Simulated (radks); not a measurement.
The numbers below are computed, except where a source is named.
Neutral europium, 63 electrons, occupied as [Xe] 4f6.5 5d0.5 6s2 (fractional occupations, a model configuration).

Code: a radial shooting solver on a logarithmic mesh with Libxc functionals. Model: Dirac Kohn-Sham, LDA (Slater exchange, Perdew-Wang correlation), spin-unpolarised, spherical densities, finite nucleus; open shells fill j = l - 1/2 first; Fermi nuclear charge, rms radius 5.1115 fm.

Energy parts (eV):
| part | energy |
|---|---|
| total | -295081.21 |
| kinetic | 320731.59 |
| electron-nucleus | -724118.40 |
| Hartree | 114715.99 |
| exchange-correlation | -6410.38 |

Orbitals (lengths in bohr, moments of r in powers of bohr; <r^-3> diverges for s and p1/2):
1s1/2: occ. 2; eigenvalue (eV) -48269.54; <r^4> 1.229e-06
2s1/2: occ. 2; eigenvalue (eV) -7926.264; <r^4> 0.0001959
2p1/2: occ. 2; eigenvalue (eV) -7523.497; <r^4> 0.0001214
2p3/2: occ. 4; eigenvalue (eV) -6876.276; <r^-3> 9379; <r^4> 0.0001579
3s1/2: occ. 2; eigenvalue (eV) -1746.110; <r^4> 0.007681
3p1/2: occ. 2; eigenvalue (eV) -1571.602; <r^4> 0.006999
3p3/2: occ. 4; eigenvalue (eV) -1439.746; <r^-3> 1972; <r^4> 0.008526
3d3/2: occ. 4; eigenvalue (eV) -1136.338; <r^-3> 330.4; <r^4> 0.006217
3d5/2: occ. 6; eigenvalue (eV) -1107.620; <r^-3> 294.9; <r^4> 0.006609
4s1/2: occ. 2; eigenvalue (eV) -348.5694; <r^4> 0.1910
4p1/2: occ. 2; eigenvalue (eV) -281.1408; <r^4> 0.2184
4p3/2: occ. 4; eigenvalue (eV) -251.8328; <r^-3> 438.8; <r^4> 0.2662
4d3/2: occ. 4; eigenvalue (eV) -140.5389; <r^-3> 62.09; <r^4> 0.3871
4d5/2: occ. 6; eigenvalue (eV) -135.2728; <r^-3> 54.65; <r^4> 0.4129
4f5/2: occ. 6; eigenvalue (eV) -5.7343; <r^-3> 7.238; <r^4> 4.445
4f7/2: occ. 0.5; eigenvalue (eV) -5.0913; <r^-3> 6.967; <r^4> 4.988
5s1/2: occ. 2; eigenvalue (eV) -46.3754; <r^4> 6.685
5p1/2: occ. 2; eigenvalue (eV) -28.0127; <r^4> 11.59
5p3/2: occ. 4; eigenvalue (eV) -24.0496; <r^-3> 58.33; <r^4> 15.02
5d3/2: occ. 0.5; eigenvalue (eV) -2.3621; <r^-3> 2.741; <r^4> 272.2
5d5/2: occ. 0; eigenvalue (eV) -2.1399; <r^-3> 2.295; <r^4> 318.9
6s1/2: occ. 2; eigenvalue (eV) -3.9908; <r^4> 580.5

The highest occupied level is 5d3/2 at -2.362 eV. The density falls to 0.001 e/bohr^3 at r = 5.25 bohr. Summed over all electrons, <r^2> = 82.77 bohr^2, which gives a Langevin (diamagnetic) susceptibility term of -65.6 x 10^-6 cm^3/mol. The electron density at the nucleus is 5.769e+05 e/bohr^3.
